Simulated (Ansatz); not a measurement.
Ansatz (a first-principles code) input:
A basis named .json is the Basis Set Exchange file of that set.

Ansatz 0.2 input:
```yaml
crystal:
  periodic: [false, false, false]
  atoms:
    - {symbol: B, position_ang: [-0.00000000, -0.00000000, -0.78400375]}
    - {symbol: B, position_ang: [0.00000000, 0.00000000, 0.78400375]}
basis:
  gaussian:
    orbitals: def2-TZVPPD.json
    fitting: {mean_field: def2-universal-jkfit, correlation: def2-TZVPPD-RIFIT.json}
total_charge: 1
magnetization: {spin_polarized: true, initial_magnetization: 1}
correlation: {method: mp2, electrons: outside_noble_gas}
```

Problem. Which total energy does the run end on?

Solution. -48.90214 Eh (RI-MP2/def2-TZVPPD). The basis has 74 functions.

This state (charge 1, doublet) is run at the relaxed geometry of the species with charge 0 and multiplicity 3.

The determinant is spin-contaminated: <S^2> is 1.69 against 0.75 for a pure state.
